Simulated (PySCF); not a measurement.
A run for PySCF: R-HF/STO-3G on CH5B (SMILES BC), a point of a bond scan (R = 2.715 Å).

```python
from pyscf import gto, scf, dft, mp
from pyscf.data.elements import chemcore

mol = gto.M(
    atom='''
    B     2.02438908    0.18921834    0.05080865
    C    -0.67657042   -0.06721329   -0.04119711
    H     2.72318937   -0.75469256    0.26795053
    H     2.54326949    1.25896219   -0.06255552
    H    -0.99453933    0.07635016    1.00657842
    H    -1.03720483   -1.05649979   -0.32706514
    H    -1.19435906    0.70236295   -0.61575156
    ''',
    basis='sto-3g',
    charge=0, spin=0, verbose=3, max_memory=1800)
mf = scf.RHF(mol)
mf.conv_tol = 1e-8
mf.max_cycle = 100
mf.kernel()
if not mf.converged:
    mf = mf.newton().run(mf.mo_coeff, mf.mo_occ)
```

It printed:

```
converged SCF energy = -64.411411773389
```

Self-consistency was reached.

Cost: roughly 0.11 core-seconds.
